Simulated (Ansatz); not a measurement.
Basis-set extrapolation for C₃H₂F₆, SMILES `FC(F)C(F)(F)C(F)F` (PBE0-D4/def2-TZVP geometry, frozen core, Ansatz 0.2.0). Multiplicity 1, RHF reference.

```
                      def2-TZVPP   def2-QZVPP
                 HF  -711.705739  -711.736052
    MP2 correlation    -1.961149    -2.138638
CCSD(T) correlation    -2.042267      not run
```

Energies in hartree. Use E(X) = E(∞) + A·exp(−7.88·√X) for Hartree–Fock and E(X) = E(∞) + B·X^(−2.97) for correlation, with X = 3 and 4, and add CCSD(T) minus MP2 of the smaller set to the MP2 limit.

Q: What is the CCSD(T) energy at the basis-set limit?

A: HF limit: -711.736052 + (-0.030313) × 0.13774 = -711.74023. MP2 limit: -2.138638 + (-0.177489) × 0.74074 = -2.27011. Higher-order term: -2.042267 − (-1.961149) = -0.08112. Total: -714.09146 hartree, 215.5 kcal/mol below CCSD(T)/def2-TZVPP.
